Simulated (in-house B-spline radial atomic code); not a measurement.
Radial electron density of Ne7+, [He] 2s1. Method: scalar-relativistic (X2C) PBE0, spin-polarised, spherical fractional occupations, Fermi nucleus of rms radius 3.0055 fm. Calculated with a B-spline radial code for spherical atoms.

Columns: r (bohr), 4πr²n(r) (electrons per bohr), bar.

```
 0.00575   0.2428 #
 0.00669   0.3211 #
 0.00777    0.422 ##
 0.00904   0.5546 ##
  0.0105   0.7239 ###
  0.0122   0.9412 ####
  0.0142    1.221 #####
  0.0165    1.569 ######
  0.0192    2.007 ########
  0.0223    2.539 ##########
   0.026    3.197 #############
  0.0302    3.958 ################
  0.0351    4.838 ####################
  0.0409    5.841 ########################
  0.0475    6.896 ############################
  0.0552    7.977 #################################
  0.0642     9.01 #####################################
  0.0747     9.89 #########################################
  0.0868    10.49 ###########################################
   0.101    10.71 ############################################
   0.117    10.47 ###########################################
   0.137    9.662 ########################################
   0.159    8.434 ###################################
   0.185     6.86 ############################
   0.215    5.193 #####################
    0.25    3.667 ###############
    0.29    2.515 ##########
   0.338    1.805 #######
   0.393    1.551 ######
   0.456    1.582 ######
   0.531    1.684 #######
   0.617    1.666 #######
   0.718    1.446 ######
   0.834    1.075 ####
    0.97   0.6681 ###
    1.13   0.3374 #
    1.31   0.1398 #
    1.53  0.04236 
    1.77  0.01036 
    2.06 0.001698 
     2.4 0.0001837
```

On this grid the curve has 2 maxima, near 0.101, 0.531 bohr.

The 1s down radial function P(r) = rR(r), positive near the nucleus:

```json
{"r (bohr)": "0.002", "P": "0.1251"}
{"r (bohr)": "0.0027", "P": "0.1668"}
{"r (bohr)": "0.00366", "P": "0.2227"}
{"r (bohr)": "0.00494", "P": "0.2953"}
{"r (bohr)": "0.00669", "P": "0.3911"}
{"r (bohr)": "0.00904", "P": "0.514"}
{"r (bohr)": "0.0122", "P": "0.6696"}
{"r (bohr)": "0.0165", "P": "0.8647"}
{"r (bohr)": "0.0223", "P": "1.1"}
{"r (bohr)": "0.0302", "P": "1.374"}
{"r (bohr)": "0.0409", "P": "1.669"}
{"r (bohr)": "0.0552", "P": "1.953"}
{"r (bohr)": "0.0747", "P": "2.178"}
{"r (bohr)": "0.101", "P": "2.275"}
{"r (bohr)": "0.137", "P": "2.174"}
{"r (bohr)": "0.185", "P": "1.848"}
{"r (bohr)": "0.25", "P": "1.343"}
{"r (bohr)": "0.338", "P": "0.7904"}
{"r (bohr)": "0.456", "P": "0.353"}
{"r (bohr)": "0.617", "P": "0.1068"}
{"r (bohr)": "0.834", "P": "0.01936"}
```
